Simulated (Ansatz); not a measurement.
Cost and result for the atomization energy of GeH₁₀Si₃ (`[SiH3][SiH2][SiH2][GeH3]`) (14 atoms, 13 bonds).

Cartesian coordinates in Å:
```
Si 0.835 1.215 -1.842
Si 0.513 -1.007 -1.187
Si 0.311 -1.118 1.138
Ge -1.425 0.340 1.867
H 2.054 1.764 -1.189
H 0.992 1.326 -3.317
H -0.335 2.032 -1.423
H 1.647 -1.849 -1.659
H -0.741 -1.523 -1.806
H 1.593 -0.696 1.768
H 0.011 -2.509 1.578
H -1.050 1.800 1.563
H -1.669 0.205 3.379
H -2.737 0.019 1.131
```

Total charge 0; spin multiplicity 1. Correlated methods include outer-core shells of Ge, which these sets cover unevenly. Scalar relativity is left out up to krypton. All single points use the PBE0-D4/def2-TZVP geometry. It is one conformer, not always the lowest. Program: Ansatz. All runs use 8 threads of an Arm Neoverse V1 on a shared host. Times are those of one run each, without the atoms' runs, and a repeat can differ threefold. Electronic energies, without spin–orbit coupling; frozen cores. CCSD(T)/CBS adds CCSD(T) − MP2 in def2-TZVPP to the MP2 limit, and its time is that of the two runs behind it. T1 = 0.013. With those shells the extrapolation isn't a true limit. B3LYP takes the VWN-RPA correlation (the form of Gaussian; ORCA's B3LYP/G). HSE06 is the plane-wave form, built on full-range PBE exchange.

CCSD(T)/CBS is a level of theory with its own doubt, some kJ/mol a heavy atom from the limit and from the frozen cores, so smaller differences don't rank the functionals.

```json
{"level": "BLYP-D4/def2-TZVPP", "functions": "314", "wall time": "2 s", "atomization (kJ/mol)": "3848.8", "difference from CCSD(T)/CBS": "-84.4", "per bond": "-6.5"}
{"level": "PBE-D4/def2-TZVPP (with forces)", "functions": "314", "wall time": "2.4 s", "atomization (kJ/mol)": "3856.2", "difference from CCSD(T)/CBS": "-77.0", "per bond": "-5.9"}
{"level": "BHLYP-D4/def2-TZVPP", "functions": "314", "wall time": "3.7 s", "atomization (kJ/mol)": "3893.6", "difference from CCSD(T)/CBS": "-39.6", "per bond": "-3.0"}
{"level": "HSE06-D4/def2-TZVPP", "functions": "314", "wall time": "3.9 s", "atomization (kJ/mol)": "3866.4", "difference from CCSD(T)/CBS": "-66.8", "per bond": "-5.1"}
{"level": "r2SCANh-D4/def2-TZVPP", "functions": "314", "wall time": "5.5 s", "atomization (kJ/mol)": "3915.8", "difference from CCSD(T)/CBS": "-17.4", "per bond": "-1.3"}
{"level": "B3LYP-D4/def2-TZVPP (with forces)", "functions": "314", "wall time": "6 s", "atomization (kJ/mol)": "3910.5", "difference from CCSD(T)/CBS": "-22.7", "per bond": "-1.7"}
{"level": "PBE-QIDH/def2-TZVPP", "functions": "314", "wall time": "6 s", "atomization (kJ/mol)": "3865.6", "difference from CCSD(T)/CBS": "-67.6", "per bond": "-5.2"}
{"level": "CCSD(T)/def2-SVP", "functions": "136", "wall time": "7 s", "atomization (kJ/mol)": "3665.6", "difference from CCSD(T)/CBS": "-267.6", "per bond": "-20.6"}
{"level": "ωB97X-V/def2-TZVPP", "functions": "314", "wall time": "8.5 s", "atomization (kJ/mol)": "3966.2", "difference from CCSD(T)/CBS": "33.0", "per bond": "2.5"}
{"level": "ωB97M-V/def2-TZVPP (with forces)", "functions": "314", "wall time": "13 s", "atomization (kJ/mol)": "3902.5", "difference from CCSD(T)/CBS": "-30.7", "per bond": "-2.4"}
{"level": "MP2/def2-QZVPP", "functions": "599", "wall time": "26 s", "atomization (kJ/mol)": "3822.3", "difference from CCSD(T)/CBS": "-110.9", "per bond": "-8.5"}
{"level": "CCSD(T)/def2-TZVPP", "functions": "314", "wall time": "4.2 min", "atomization (kJ/mol)": "3846.3", "difference from CCSD(T)/CBS": "-86.9", "per bond": "-6.7"}
{"level": "CCSD(T)/CBS(def2)", "functions": "–", "wall time": "4.6 min", "atomization (kJ/mol)": "3933.2", "difference from CCSD(T)/CBS": "0.0", "per bond": "0.0"}
```

From BLYP to BHLYP (50 % exact exchange), in def2-TZVPP and without D4, the atomization energy moves by +68.4 kJ/mol. Leaving LDA and LC-ωPBE aside and taking each functional with its dispersion term where it has one, the values, not all of them listed here, spread over 155.7 kJ/mol, from revPBE-D4 to B97M-V. LDA lies +483.6 kJ/mol from PBE without D4, its usual overbinding. In def2-TZVPP, CCSD(T) changes the Hartree–Fock value by +863.2 kJ/mol (the triples alone add +32.0 kJ/mol) and MP2 by +788.2 kJ/mol; breaking electron pairs costs correlation energy, which Hartree–Fock lacks.
